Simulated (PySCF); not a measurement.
## Optical rotation: `[C@@]1(C)([SiH3])CN[Si@@H]1[AsH2]`, C3H12AsNSi2

Geometry (Å), atoms numbered from 1 in this order:
```xyz
19

C    -0.245    0.000   -1.676
C    -0.525    0.087   -0.181
Si   -2.120   -0.813    0.288
C    -0.456    1.538    0.316
N     0.900    1.508    0.829
Si    1.081   -0.211    0.840
As    2.955   -0.892   -0.344
H    -0.081   -1.038   -1.974
H    -1.075    0.394   -2.263
H     0.651    0.572   -1.933
H    -3.259   -0.168   -0.375
H    -2.320   -0.751    1.738
H    -2.028   -2.210   -0.147
H    -0.575    2.287   -0.475
H    -1.195    1.749    1.099
H     1.208    2.246    1.443
H     0.810   -0.897    2.128
H     2.524   -2.326   -0.243
H     3.738   -1.065    0.923
```

Computed with TDDFT CAM-B3LYP/def2-SVPD circular dichroism and optical rotation, one conformer, gas phase in PySCF 2.14.0. Geometry: GFN2-xTB.

The molecule is flexible and this is one conformer; a measurement averages over conformers. The calculation is non-relativistic, which matters for the atoms heavier than Zn.

Stereocentres: C2 R, Si6 R.

Question: What is the specific rotation at 633, 589.3, 546, 436, 405, 365, 355 nm?

Answer: [α] in deg dm⁻¹ (g/mL)⁻¹:
| λ (nm) | origin-invariant length gauge | modified velocity gauge | length gauge (centre of mass) | isotropic polarisability (au) |
| --- | --- | --- | --- | --- |
| 633 | +45.9 | +51.1 | +46.1 | 130.3 |
| 589.3 | +55.2 | +61.5 | +55.4 | 131.0 |
| 546 | +67.7 | +75.5 | +68.0 | 131.8 |
| 436 | +133.0 | +149.0 | +133.5 | 135.2 |
| 405 | +172.1 | +192.9 | +172.7 | 136.8 |
| 365 | +259.8 | +291.2 | +260.6 | 139.7 |
| 355 | +293.7 | +329.1 | +294.6 | 140.6 |

Question: And for the mirror image at 589.3 nm?

Answer: -55.2 deg dm⁻¹ (g/mL)⁻¹ (origin-invariant length gauge): the same size and the opposite sign.

Question: What is the molar rotation [Φ] = [α]·M/100 of the geometry above at 589.3 nm?

Answer: With M = 193.23 g/mol, +106.6 deg cm² dmol⁻¹ (origin-invariant length gauge).

The first excitation lies at 5.34 eV (232 nm) with R = +30.8 × 10⁻⁴⁰ esu² cm² (velocity form).
